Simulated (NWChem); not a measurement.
The numbers come from NWChem runs, not from measurements. System: CHCl2, charge 0, spin multiplicity 2, at a geometry optimised with UPBE0/def2-SVP. The structure started from a generated list of species. Its SCF solution wasn't tested for a lower state. Level: UBLYP/def2-TZVP.

The NWChem input:

```
start mol
memory heap 200 mb stack 900 mb global 1100 mb
geometry units angstroms nocenter noautoz
  Cl     0.169072    -0.023894     1.470293
  C     -0.668668     0.148477     0.000000
  Cl     0.169072    -0.023894    -1.470293
  H     -1.736423    -0.078460     0.000000
  symmetry group Cs
end
basis spherical
  * library def2-tzvp
end
dft
  xc becke88 lyp
  odft
  mult 2
  semidirect memsize 60000000 filesize 0
  iterations 100
end
task dft energy
```

NWChem printed:

```
             Northwest Computational Chemistry Package (NWChem) 7.3.0
             --------------------------------------------------------

                                NWChem Input Module
                                -------------------

 Scaling coordinates for geometry "geometry" by  1.889725989
 (inverse scale =  0.529177249)

 Turning off AUTOSYM since
 SYMMETRY directive was detected!

                             Geometry "geometry" -> ""
                             -------------------------

 Output coordinates in angstroms (scale by  1.889725989 to convert to a.u.)

  No.       Tag          Charge          X              Y              Z
 ---- ---------------- ---------- -------------- -------------- --------------
    1 Cl                  17.0000     0.16907200    -0.02389400     1.47029300
    2 C                    6.0000    -0.66866800     0.14847700     0.00000000
    3 Cl                  17.0000     0.16907200    -0.02389400    -1.47029300
    4 H                    1.0000    -1.73642300    -0.07846000     0.00000000

 Effective nuclear repulsion energy (a.u.)     125.8548506201

            Nuclear Dipole moment (a.u.)
            ----------------------------
        X                 Y               Z
 ---------------- ---------------- ----------------
     0.0000321253     0.0000113384     0.0000000000

      Symmetry information
      --------------------

 Group name             Cs
 Group number              2
 Group order               2
 No. of unique centers     3

      Symmetry unique atoms

     1    2    4


 Summary of "ao basis" -> "" (spherical)
 ------------------------------------------------------------------------------
       Tag                 Description            Shells   Functions and Types
 ---------------- ------------------------------  ------  ---------------------
 *                         def2-tzvp                  on all atoms

                                 NWChem DFT Module
                                 -----------------

 Summary of "ao basis" -> "ao basis" (spherical)
 ------------------------------------------------------------------------------
       Tag                 Description            Shells   Functions and Types
 ---------------- ------------------------------  ------  ---------------------
 Cl                        def2-tzvp                13       37   5s5p2d1f
 C                         def2-tzvp                11       31   5s3p2d1f
 H                         def2-tzvp                 4        6   3s1p

 Summary of "ao basis" -> "ao basis" (spherical)
 ------------------------------------------------------------------------------
       Tag                 Description            Shells   Functions and Types
 ---------------- ------------------------------  ------  ---------------------
 Cl                        def2-tzvp                13       37   5s5p2d1f
 C                         def2-tzvp                11       31   5s3p2d1f
 H                         def2-tzvp                 4        6   3s1p

      Symmetry analysis of basis
      --------------------------

        a'         63
        a"         48

            General Information
            -------------------
          SCF calculation type: DFT
          Wavefunction type:  spin polarized.
          No. of atoms     :     4
          No. of electrons :    41
           Alpha electrons :    21
            Beta electrons :    20
          Charge           :     0
          Spin multiplicity:     2
[...]
    15      0.276038  1 Cl px                83     -0.276038  3 Cl px
    17     -0.272588  1 Cl pz                85     -0.272588  3 Cl pz
    20     -0.185371  1 Cl pz                88     -0.185371  3 Cl pz
    18      0.180462  1 Cl px                86     -0.180462  3 Cl px
    12      0.138432  1 Cl px                80     -0.138432  3 Cl px

 Vector   21  Occ=0.000000D+00  E=-1.161204D-01  Symmetry=a'
              MO Center= -4.2D-01,  2.1D-01, -3.2D-14, r^2= 2.4D+00
   Bfn.  Coefficient  Atom+Function         Bfn.  Coefficient  Atom+Function
  ----- ------------  ---------------      ----- ------------  ---------------
    50      0.409312  2 C  py                44      0.383996  2 C  py
    47      0.346943  2 C  py                19     -0.278224  1 Cl py
    87     -0.278224  3 Cl py                16     -0.201618  1 Cl py
    84     -0.201618  3 Cl py                42      0.155967  2 C  s
    41      0.130485  2 C  s                 13     -0.118424  1 Cl py

 Vector   22  Occ=0.000000D+00  E=-2.192892D-02  Symmetry=a'
              MO Center= -1.7D-01, -2.2D-02, -1.4D-13, r^2= 3.9D+00
   Bfn.  Coefficient  Atom+Function         Bfn.  Coefficient  Atom+Function
  ----- ------------  ---------------      ----- ------------  ---------------
    41      0.874103  2 C  s                 42      0.798389  2 C  s
   108     -0.691301  4 H  s                 20      0.457816  1 Cl pz
    88     -0.457816  3 Cl pz                 5     -0.410703  1 Cl s
    73     -0.410703  3 Cl s                 46      0.250478  2 C  px
    17      0.246547  1 Cl pz                85     -0.246547  3 Cl pz

 Vector   23  Occ=0.000000D+00  E= 3.647571D-02  Symmetry=a"
              MO Center= -8.6D-02,  1.7D-02,  5.1D-14, r^2= 4.0D+00
   Bfn.  Coefficient  Atom+Function         Bfn.  Coefficient  Atom+Function
  ----- ------------  ---------------      ----- ------------  ---------------
    51      0.865017  2 C  pz                 5     -0.740722  1 Cl s
    73      0.740722  3 Cl s                 48      0.514891  2 C  pz
    20      0.477636  1 Cl pz                88      0.477636  3 Cl pz
    18      0.454966  1 Cl px                86     -0.454966  3 Cl px
    45      0.369597  2 C  pz                 4     -0.134291  1 Cl s

   alpha - beta orbital overlaps
   -----------------------------

   alpha      1      2      3      4      5      6      7      8      9     10
    beta      1      2      3      4      5      6      7      8      9     10
 overlap   1.000  1.000  1.000  1.000  1.000  0.999  0.999  0.948  0.949  0.949

   alpha     11     12     13     14     15     16     17     18     19     20
    beta     11     12     13     14     15     16     17     19     18     20
 overlap   0.951  0.999  1.000  0.999  0.999  1.000  0.991  0.996  0.999  0.996

   alpha     21     22     23     24     25     26     27     28     29     30
    beta     21     22     23     24     25     26     27     28     29     30
 overlap   0.989  0.999  0.999  1.000  0.999  1.000  0.988  0.989  1.000  0.991

   alpha     31     32     33     34     35     36     37     38     39     40
    beta     31     32     33     34     35     36     37     38     39     40
 overlap   0.998  0.878  0.871  1.000  0.987  0.999  0.998  1.000  0.999  1.000

   alpha     41     42     43     44     45     46     47     48     49     50
    beta     41     42     44     43     45     46     47     48     49     50
 overlap   0.998  0.999  0.999  0.999  0.999  0.998  0.997  0.992  0.926  0.933

   alpha     51     52     53     54     55     56     57     58     59     60
    beta     51     52     53     54     55     56     57     58     59     60
 overlap   0.996  0.999  0.927  0.927  0.999  0.998  0.997  1.000  0.997  0.996

   alpha     61     62     63     64     65     66     67     68     69     70
    beta     61     62     63     64     65     66     67     68     69     70
 overlap   0.998  0.998  0.956  0.957  0.989  1.000  0.990  0.998  0.999  1.000

   alpha     71     72     73     74     75     76     77     78     79     80
    beta     71     72     73     74     75     77     76     78     79     80
 overlap   0.998  0.999  0.995  0.995  0.999  0.964  0.968  0.998  0.997  0.994

   alpha     81     82     83     84     85     86     87     88     89     90
    beta     81     82     84     83     85     86     87     88     89     90
 overlap   0.993  0.995  0.996  1.000  0.999  0.999  0.998  0.997  0.995  0.996

   alpha     91     92     93     94     95     96     97     98     99    100
    beta     91     92     93     94     95     96     97     98     99    100
 overlap   0.999  0.999  0.994  0.992  0.999  0.998  1.000  0.997  1.000  1.000

   alpha    101    102    103    104    105    106    107    108    109    110
    beta    101    102    103    105    104    106    107    108    109    110
 overlap   1.000  1.000  0.995  1.000  0.995  1.000  1.000  1.000  1.000  1.000

   alpha    111
    beta    111
 overlap   1.000

     --------------------------
     Expectation value of S2:
     --------------------------
      <S2> =      0.7531 (Exact =     0.7500)

 center of mass
 --------------
 x =   0.04671555 y =   0.00071899 z =   0.00000000

 moments of inertia (a.u.)
 ------------------
         541.013721707946           4.775908985679           0.000000000000
           4.775908985679         576.874344142322           0.000000000000
           0.000000000000           0.000000000000          38.079440587916

     Multipole analysis of the density
     ---------------------------------

     L   x y z        total         alpha         beta         nuclear
     -   - - -        -----         -----         ----         -------
     0   0 0 0     -0.000000    -21.000000    -20.000000     41.000000

     1   1 0 0     -0.299406      0.246285     -0.545723      0.000032
     1   0 1 0     -0.103871     -0.261464      0.157583      0.000011
     1   0 0 1     -0.000000     -0.000000     -0.000000      0.000000

     2   2 0 0    -21.775003    -23.827462    -21.765710     23.818170
     2   1 1 0      0.217887      1.542693      0.806422     -2.131228
     2   1 0 1      0.000000      0.000000     -0.000000      0.000000
     2   0 2 0    -23.747977    -13.291717    -11.019916      0.563656
     2   0 1 1      0.000000      0.000000      0.000000      0.000000
     2   0 0 2    -22.955267   -144.576096   -140.852009    262.472838

 Task  times  cpu:        7.6s     wall:        7.6s

 Total times  cpu:        7.6s     wall:        7.6s
```
